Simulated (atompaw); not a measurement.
## An all-electron radial function and its pseudo partner (oxygen (O))

Columns: radius, all-electron u(r) and pseudo u(r) of the 2p shell (level -9.20 eV) of oxygen in the configuration [He] 2s2 2p4; LDA (PW92), scalar-relativistic, PAW (atompaw) scheme, atompaw 4.2.0.5.

```tsv
r (bohr)	all-electron	pseudo
0.044	0.0248	0.0063
0.088	0.0840	0.0248
0.133	0.1629	0.0559
0.177	0.2475	0.0970
0.221	0.3326	0.1473
0.265	0.4141	0.2052
0.310	0.4912	0.2702
0.354	0.5591	0.3374
0.398	0.6191	0.4060
0.442	0.6709	0.4740
0.487	0.7158	0.5410
0.531	0.7521	0.6020
0.575	0.7815	0.6573
0.619	0.8044	0.7056
0.663	0.8215	0.7463
0.708	0.8337	0.7794
0.752	0.8409	0.8037
0.796	0.8441	0.8202
0.840	0.8437	0.8296
0.885	0.8402	0.8328
0.929	0.8341	0.8306
0.973	0.8257	0.8244
1.017	0.8155	0.8152
1.062	0.8035	0.8034
1.106	0.7904	0.7904
1.150	0.7762	0.7762
```

**Question.** How many radial nodes do the two functions have?

**Answer.** The all-electron 2p function has n − l − 1 = 0; the pseudo-wave has 0.

**Question.** Where does each function peak?

**Answer.** Outermost all-electron maximum near 0.80 bohr, pseudo maximum near 0.89 bohr (to the table’s step).

**Question.** Is the pseudo-wave norm-conserving?

**Answer.** No, it belongs to a PAW set: the norm inside the radius is not constrained, and the difference is carried by the augmentation charge.
